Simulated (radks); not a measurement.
Task: B II, 4 electrons, occupied as [He] 2s1 2p1 (not the ground configuration). Calculated with a radial shooting solver on a logarithmic mesh with Libxc functionals: scalar-relativistic Kohn-Sham, r2SCAN, spin-unpolarised, spherical densities, finite nucleus; meta-GGA in the generalised Kohn-Sham scheme; Fermi nuclear charge, rms radius 2.406 fm. Some entries of the table are withheld. Estimate them.

orbital  occ.  eigenvalue (eV)  <1/r> (bohr^-1)
1s          2              (1)              (2)
2s          1              (3)           0.7890
2p          1         -13.1221              (4)

Result: 
(1) 1s eigenvalue (eV): -197.4765
(2) 1s <1/r> (bohr^-1): 4.670
(3) 2s eigenvalue (eV): -19.9508
(4) 2p <1/r> (bohr^-1): 0.6946
